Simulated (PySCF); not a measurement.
DyH: from constants to spectrum

r²SCAN constants of DyH, sextet, about 9.7 electrons in the 4f shell (Mulliken), real f orbitals that mix terms (Dy x2c-SVPall, H x2c-SVPall; spin-free X2C with a Gaussian nucleus (PySCF 2.14); masses 163.9292 and 1.0078 u):

| Item | Value |
| --- | --- |
| ωe | 1320.2 cm⁻¹ |
| ωexe | 19.5 cm⁻¹ |
| Be | 4.1695 cm⁻¹ |
| αe | 0.0912 cm⁻¹ |
| D (centrifugal) | 0.000166 cm⁻¹ |
| De to Dy (4f10 6s2) + H | 2.24 eV |

Problem. Give the vibrational terms G(v) and spacings up to v = 6.

Solution. G(v) = ωe(v+½) − ωexe(v+½)².

```json
{"v": "0", "G(v) (cm⁻¹)": "655", "G(v) − G(v−1)": "", "Bv (cm⁻¹)": "4.124"}
{"v": "1", "G(v) (cm⁻¹)": "1936", "G(v) − G(v−1)": "1281", "Bv (cm⁻¹)": "4.033"}
{"v": "2", "G(v) (cm⁻¹)": "3179", "G(v) − G(v−1)": "1242", "Bv (cm⁻¹)": "3.942"}
{"v": "3", "G(v) (cm⁻¹)": "4382", "G(v) − G(v−1)": "1203", "Bv (cm⁻¹)": "3.850"}
{"v": "4", "G(v) (cm⁻¹)": "5546", "G(v) − G(v−1)": "1164", "Bv (cm⁻¹)": "3.759"}
{"v": "5", "G(v) (cm⁻¹)": "6671", "G(v) − G(v−1)": "1125", "Bv (cm⁻¹)": "3.668"}
{"v": "6", "G(v) (cm⁻¹)": "7757", "G(v) − G(v−1)": "1086", "Bv (cm⁻¹)": "3.577"}
```

Problem. How well does the Morse estimate ωe²/(4ωexe) reproduce De, and what is D0?

Solution. It gives 2.77 eV, 124 % of the computed De. D0 = De − G(0) = 2.24 − 0.08 = 2.16 eV.

These are scalar-relativistic numbers at best; spin–orbit coupling would shift them, the dissociation energy most. With d or f electrons several states lie close, and the lowest PBE0 determinant need not be the measured ground state.
